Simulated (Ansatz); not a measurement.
H$_{3}$S$_{3}$Sn, SMILES `[SH][Sn]([SH])[SH]` radical, relaxed with UKS PBE0-D4/def2-TZVP in Ansatz 0.2.0 from a GFN2-xTB geometry. The force threshold is 0.005 eV/Å; the program also tests the step.

Charge 0, multiplicity 2. Sn: def2 effective core potential.

Start:

```xyz
7

S    -0.611    0.747   -1.762
Sn   -0.516   -1.183   -0.112
S    -1.209    0.123    1.967
S     1.981   -1.067    0.229
H    -1.845    1.135   -1.482
H    -0.085    0.804    2.114
H     2.286   -0.558   -0.954
```

Task: By how much does the energy fall, and how many steps does the optimiser take? (Best estimate.)

Result: Computed: 0.39 eV, in 29 steps, 7 of them rejected.

Task: Which bonds change most? (Best estimate.)

Result: Computed: Sn2–S3 from 2.551 to 2.434 Å; S1–Sn2 from 2.541 to 2.434 Å; Sn2–S4 from 2.523 to 2.433 Å; S3–H6 from 1.323 to 1.345 Å.

Task: Give the relaxed structure. (Best estimate.)

Result: Computed: 
```xyz
7

S    -0.865    0.347   -2.063
Sn   -0.415   -0.939   -0.046
S    -1.289    0.342    1.829
S     2.003   -1.032    0.218
H    -1.554    1.262   -1.359
H    -0.064    0.426    2.379
H     2.184   -0.406   -0.958
```
